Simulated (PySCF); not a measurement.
# Orbital picture of SiSb⁺

PBE at R = 2.537 Å; PySCF, scalar-relativistic core potentials, basis sets Si cc-pV(D+d)Z, Sb cc-pVDZ-PP with ECP28. State: ³Σ⁻ (triplet), unpaired electrons π ↑↑. Only the outer orbitals are listed, counted within each symmetry, core potentials removing the inner ones.

| spin | orbital | occ. | ε (eV) | on Si (%) | main shells (%) |
| --- | --- | --- | --- | --- | --- |
| α | 7σ | 1 | -20.42 | 25 | 72 Sb s, 20 Si s |
| α | 8σ | 1 | -16.63 | 69 | 69 Si s, 24 Sb s |
| α | 4π | 1 | -11.90 | 31 | 68 Sb p, 30 Si p |
| α | 4π | 1 | -11.90 | 31 | 68 Sb p, 30 Si p |
| α | 9σ | 1 | -11.69 | 50 | 47 Sb p, 39 Si p, 10 Si s |
| α | 5π | 0 | -9.43 | 68 | 68 Si p, 31 Sb p |
| α | 5π | 0 | -9.43 | 68 | 68 Si p, 31 Sb p |
| α | 10σ | 0 | -6.19 | 55 | 55 Si p, 43 Sb p |
| β | 7σ | 1 | -19.49 | 28 | 69 Sb s, 23 Si s |
| β | 8σ | 1 | -15.95 | 67 | 67 Si s, 25 Sb s |
| β | 9σ | 1 | -11.33 | 52 | 45 Sb p, 43 Si p, 8 Si s |
| β | 4π | 0 | -10.70 | 40 | 60 Sb p, 38 Si p |
| β | 4π | 0 | -10.70 | 40 | 60 Sb p, 38 Si p |
| β | 5π | 0 | -8.51 | 60 | 60 Si p, 39 Sb p |

Problem. Which are the highest filled and the lowest empty level, where do they sit, and how wide is the gap?

Solution. Highest filled β 9σ at -11.33 eV (in %: 45 Sb p, 43 Si p, 8 Si s); lowest empty β 4π at -10.70 eV (in %: 60 Sb p, 38 Si p); the gap at PBE is 0.63 eV.

- bond order (Mayer): 1.80
- ⟨S²⟩: 2.004
- charge on Si (Mulliken, basis-dependent): 0.46
- charge on Si (Löwdin, basis-dependent): 0.43
- dipole moment (positive dipole points towards Sb; it is taken about the centre of mass and depends on that origin): -3.15 D
- polarisability along the bond: 103.8 bohr³
- polarisability across the bond: 38.7 bohr³

Spin–orbit coupling is left out. The state is the lowest determinant that a PBE0 search found; another state may lie lower at other levels.
